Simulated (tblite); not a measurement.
Compound: C7H9O2 (doublet state).
SMILES with atom numbers: `[CH2:1]=[CH:2][C:3]1=[C:4]([CH3:5])[C@@H:6]1[O:7][CH2:8][O:9]` (hydrogens: H10, H11 on C1; H12 on C2; H13, H14, H15 on C5; H16 on C6; H17, H18 on C8)
Bond orders are those of one Lewis drawing.

Computed with GFN2-xTB (tblite), gas phase: L-BFGS steps from a force-field or distance-geometry start until the largest atomic force falls under 0.01 eV/Å.

Step 72: E = -748.8212 eV
```
atom  x, y, z in Å  |  force x, y, z in eV/Å
C1      2.6276   -1.5362   -0.5455   -0.006  -0.006   0.012
C2      2.3307   -0.2646   -0.2901    0.004   0.004  -0.002
C3      0.9972    0.2240   -0.2128   -0.002   0.003   0.015
C4      0.1174    1.1693    0.0263   -0.001   0.022  -0.010
C5     -0.3285    2.5136    0.3905    0.006   0.013  -0.003
C6     -0.4351   -0.1835   -0.3647   -0.019   0.009   0.003
O7     -1.0066   -0.9927    0.6116   -0.029  -0.012  -0.006
C8     -2.3931   -1.2954    0.4094    0.013   0.003  -0.014
O9     -3.0003   -0.7635   -0.5747    0.002  -0.035   0.029
H10     1.8549   -2.2706   -0.6969   -0.015   0.004  -0.006
H11     3.6448   -1.8822   -0.5982    0.007   0.008   0.000
H12     3.1067    0.4735   -0.1302    0.010   0.003   0.009
H13    -1.3434    2.6778    0.0316    0.004   0.014  -0.006
H14    -0.3264    2.6332    1.4756    0.010  -0.029  -0.008
H15     0.3350    3.2636   -0.0388    0.017   0.000   0.008
H16    -0.9179   -0.3028   -1.3323   -0.020  -0.014  -0.011
H17    -2.8424   -1.0362    1.4081    0.011  -0.004  -0.013
H18    -2.4295   -2.4210    0.4196    0.007   0.014   0.003
```

Step 73: E = -748.8215 eV
```
atom  x, y, z in Å  |  force x, y, z in eV/Å
C1      2.6267   -1.5356   -0.5471   -0.007   0.002   0.006
C2      2.3311   -0.2636   -0.2916   -0.007   0.006   0.014
C3      0.9975    0.2242   -0.2092   -0.008   0.002   0.005
C4      0.1171    1.1694    0.0279    0.014   0.032  -0.001
C5     -0.3265    2.5145    0.3922    0.001   0.015  -0.005
C6     -0.4356   -0.1825   -0.3627   -0.011  -0.005   0.003
O7     -1.0088   -0.9911    0.6135   -0.023  -0.010  -0.003
C8     -2.3935   -1.2978    0.4083    0.001   0.011  -0.023
O9     -2.9981   -0.7753   -0.5829    0.010  -0.047   0.044
H10     1.8526   -2.2692   -0.6968   -0.010   0.006  -0.004
H11     3.6436   -1.8819   -0.6041    0.007   0.006   0.001
H12     3.1070    0.4751   -0.1326    0.007  -0.007   0.004
H13    -1.3390    2.6809    0.0282   -0.007   0.019  -0.007
H14    -0.3302    2.6342    1.4773    0.014  -0.034  -0.012
H15     0.3403    3.2636   -0.0339    0.019  -0.003   0.011
H16    -0.9155   -0.3044   -1.3313   -0.023  -0.010  -0.013
H17    -2.8481   -1.0307    1.4027    0.010   0.003  -0.010
H18    -2.4291   -2.4233    0.4306    0.011   0.015  -0.008
```

Step 74: E = -748.8219 eV
```
atom  x, y, z in Å  |  force x, y, z in eV/Å
C1      2.6251   -1.5348   -0.5484   -0.007   0.009  -0.002
C2      2.3314   -0.2622   -0.2933   -0.018   0.007   0.032
C3      0.9974    0.2249   -0.2069   -0.013  -0.001  -0.009
C4      0.1164    1.1700    0.0280    0.025   0.030   0.007
C5     -0.3248    2.5155    0.3940   -0.003   0.013  -0.009
C6     -0.4364   -0.1815   -0.3619    0.004  -0.018  -0.002
O7     -1.0107   -0.9895    0.6147   -0.007   0.000  -0.002
C8     -2.3930   -1.2998    0.4072   -0.020   0.010  -0.022
O9     -2.9956   -0.7885   -0.5911    0.015  -0.054   0.050
H10     1.8488   -2.2663   -0.6980   -0.001   0.005  -0.001
H11     3.6416   -1.8822   -0.6078    0.002   0.004   0.001
H12     3.1077    0.4765   -0.1342    0.000  -0.015  -0.001
H13    -1.3348    2.6849    0.0255   -0.015   0.025  -0.008
H14    -0.3336    2.6324    1.4794    0.017  -0.033  -0.016
H15     0.3459    3.2634   -0.0280    0.019  -0.003   0.015
H16    -0.9135   -0.3074   -1.3315   -0.022  -0.002  -0.007
H17    -2.8528   -1.0241    1.3970    0.008   0.010  -0.007
H18    -2.4279   -2.4249    0.4436    0.014   0.011  -0.020
```

Problem. Estimate the geometry and energy of step 75. (The exact step hangs on the optimiser's Hessian estimate; all steps are aligned on step 74, rigid shifts and turns removed.)

Solution. E = -748.8223 eV, largest force 0.076 eV/Å
```
atom  x, y, z in Å  |  force x, y, z in eV/Å
C1      2.6228   -1.5337   -0.5493   -0.006   0.012  -0.009
C2      2.3313   -0.2605   -0.2947   -0.023   0.003   0.043
C3      0.9971    0.2263   -0.2065   -0.012  -0.002  -0.021
C4      0.1155    1.1713    0.0259    0.025   0.015   0.009
C5     -0.3234    2.5163    0.3959   -0.006   0.007  -0.014
C6     -0.4373   -0.1804   -0.3627    0.022  -0.025  -0.010
O7     -1.0117   -0.9874    0.6154    0.013   0.016  -0.004
C8     -2.3915   -1.3014    0.4064   -0.044   0.003  -0.010
O9     -2.9928   -0.8029   -0.5992    0.018  -0.055   0.049
H10     1.8437   -2.2621   -0.7007    0.010   0.001   0.003
H11     3.6388   -1.8832   -0.6088   -0.008   0.004   0.000
H12     3.1087    0.4772   -0.1346   -0.008  -0.018  -0.004
H13    -1.3314    2.6897    0.0237   -0.018   0.030  -0.007
H14    -0.3364    2.6272    1.4819    0.018  -0.024  -0.018
H15     0.3515    3.2632   -0.0209    0.016   0.002   0.022
H16    -0.9122   -0.3116   -1.3330   -0.017   0.010   0.004
H17    -2.8561   -1.0158    1.3914    0.006   0.016  -0.004
H18    -2.4254   -2.4259    0.4581    0.014   0.004  -0.030
```

The energy changes by -0.0004 eV. The first-order estimate −F·Δx gives -0.0006 eV and the mean of the old and new forces, exact on a quadratic surface, -0.0004 eV. The step makes an angle of 81° with the force vector and moves no atom by more than 0.017 Å.

The cost below is that of the whole relaxation. Hardware: an Arm Neoverse V1 with one thread, on a shared host. Cost: 1.6 s of wall time.
